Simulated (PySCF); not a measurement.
## Polarisability and C₆ of He (helium, neutral)

1s2, closed-shell 1S. Calculation: PySCF 2.14, in dyall-av3z; no relativity, point nucleus. Coupled (time-dependent) response in atomic units; α is the mean over directions.

```tsv
method	mean α (bohr³)	C₆ (like pair)	S(−4)
UHF	1.307	1.367	1.264
PBE	1.526	1.700	1.767
PBE0	1.456	1.591	1.598
B3LYP	1.463	1.598	1.619
```

S(−4) is the Cauchy moment in α(ω) = α(0) + S(−4) ω² + …

Reference α: 1.384 bohr³ (recommended; Schwerdtfeger and Nagle, table of static dipole polarizabilities (2023 update)). Published C₆: 1.420 (Chu and Dalgarno (2004); Tang, Norbeck and Certain (1976)).

α(iu) at PBE0:

```json
{"u (hartree)": "0", "α(iu) (bohr³)": "1.456"}
{"u (hartree)": "0.0500", "α(iu) (bohr³)": "1.452"}
{"u (hartree)": "0.100", "α(iu) (bohr³)": "1.440"}
{"u (hartree)": "0.200", "α(iu) (bohr³)": "1.395"}
{"u (hartree)": "0.300", "α(iu) (bohr³)": "1.326"}
{"u (hartree)": "0.500", "α(iu) (bohr³)": "1.148"}
{"u (hartree)": "0.750", "α(iu) (bohr³)": "0.9148"}
{"u (hartree)": "1.00", "α(iu) (bohr³)": "0.7192"}
{"u (hartree)": "1.50", "α(iu) (bohr³)": "0.4579"}
{"u (hartree)": "2.00", "α(iu) (bohr³)": "0.3107"}
{"u (hartree)": "3.00", "α(iu) (bohr³)": "0.1669"}
{"u (hartree)": "5.00", "α(iu) (bohr³)": "0.06930"}
```

A single London oscillator, α(iu) = α/(1 + u²/ω²), gives C₆ = (3/4) ω α². Matching the computed C₆ needs ω = 4 × 1.591 / (3 × 1.456²) = 1.00 hartree.
